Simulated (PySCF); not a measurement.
C2H7ClOSi2, SMILES C([Si@H](O)Cl)(=C)[SiH3]. The structure is a stationary point at PBE-D3(BJ)/def2-SVP. The structure was generated by enumeration; whether it is a known compound was not checked. The values are those of a single conformer.

Computed equilibrium geometry at PBE-D3(BJ)/def2-SVP (PySCF confirms it by a frequency run) as Cartesian coordinates in Å (one conformer of several):
```xyz
13

C     -0.6997     0.2704     2.1921
C     -0.6896    -0.0832     0.8834
Si    -2.2909    -0.2178    -0.1100
Si     0.9668    -0.4310     0.0787
O      2.2437     0.1855     0.9674
Cl     0.8831     0.4198    -1.8332
H      0.2353     0.3710     2.7752
H     -1.6355     0.4743     2.7454
H     -2.4412     0.9495    -1.0453
H     -2.2878    -1.4804    -0.9285
H     -3.4560    -0.2404     0.8437
H      1.2699    -1.8837    -0.0812
H      2.2265     1.1500     1.1021
```
